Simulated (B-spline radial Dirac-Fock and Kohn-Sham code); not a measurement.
## Elastic and transport cross sections of antimony for electrons

The computed values come from an atomic code on a B-spline grid: relativistic (Dirac) partial waves in the static field of the Dirac-Fock atom with Furness-McCarthy exchange, without polarisation or absorption potentials. σ_tr1 and σ_tr2 weight the cross section with 1 − P₁ and 1 − P₂ of cos θ; "backward" is the share scattered beyond 90°.

```
energy (eV)  σ (a₀²)  σ_tr1 (a₀²)  σ_tr2 (a₀²)  σ/σ_tr1  backward (%)
       2000     6.94        0.884         1.04     7.85           4.7
       3000     5.58        0.516        0.699     10.8           3.2
       3570     5.07        0.406        0.582     12.5           2.7
       4790     4.28        0.268        0.419     16.0           2.0
       5000     4.18        0.252        0.399     16.6           1.9
       5140     4.11        0.242        0.386     17.0           1.8
       8380        ?            ?            ?        ?             ?
       9050     2.92        0.105        0.192     27.8          0.91
       9980     2.74       0.0903        0.169     30.4          0.81
      10000     2.74       0.0900        0.168     30.4          0.80
      10300     2.69       0.0861        0.162     31.2          0.77
      11100     2.56       0.0768        0.146     33.4          0.70
      11800     2.46       0.0699        0.135     35.2          0.65
      12900     2.32       0.0610        0.119     38.1          0.58
      20000     1.74       0.0307       0.0644     56.5          0.32
```

Question: Fill in the row for 8.38 keV.

Answer: σ = 3.06 a₀², σ_tr1 = 0.118 a₀², σ_tr2 = 0.212 a₀², σ/σ_tr1 = 26.0, backward 1.0 %. The ratio σ/σ_tr1 is roughly the number of elastic collisions that randomise the direction.
